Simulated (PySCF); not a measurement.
**Question.** Write Cartesian coordinates for `CCO[SiH2][PH3+]` as optimised with GFN2-xTB. (Charge +1.)

**Answer.** 
```
atom  x, y, z in Å
C1    -2.3390    0.6089    0.1153
C2    -1.5524   -0.6865    0.1495
O3    -0.1660   -0.3932   -0.0114
Si4    1.2262   -1.1466   -0.0857
P5     2.4369    0.8460   -0.3719
H6    -2.1950    1.1174   -0.8343
H7    -2.0247    1.2670    0.9210
H8    -3.3955    0.3906    0.2363
H9    -1.6873   -1.2015    1.1036
H10   -1.8600   -1.3529   -0.6598
H11    1.7378   -1.6958    1.1646
H12    1.4950   -1.9013   -1.3042
H13    2.1552    1.6269   -1.4711
H14    2.3624    1.8020    0.6169
H15    3.8019    0.7270   -0.4973
```

Any rigid rotation of these coordinates is as good. Atoms count from 1 in this order. P5 (phosphorus bonded to Si and 3 H) is distorted tetrahedral (angles from 99.7° to 118.3°). The 5 heavy atoms lie in one plane (0.001 Å rms). Si4 (oxygen-bound silicon) has angles from 93.2° to 117.2°. O3 (silyl ether oxygen) is bent (angle 139.6°).

Bonds between heavy atoms (Å): C1–C2 1.516, C2–O3 1.426, O3–Si4 1.585, Si4–P5 2.349.

The geometry is computed with GFN2-xTB (gas phase).

Point group: Cs (every atom within 0.08 Å of its image). GFN2-xTB frequencies: not computed here. Torsions: C1–C2–O3–Si4 180°, C2–O3–Si4–P5 180°.

One conformer stands for the species.
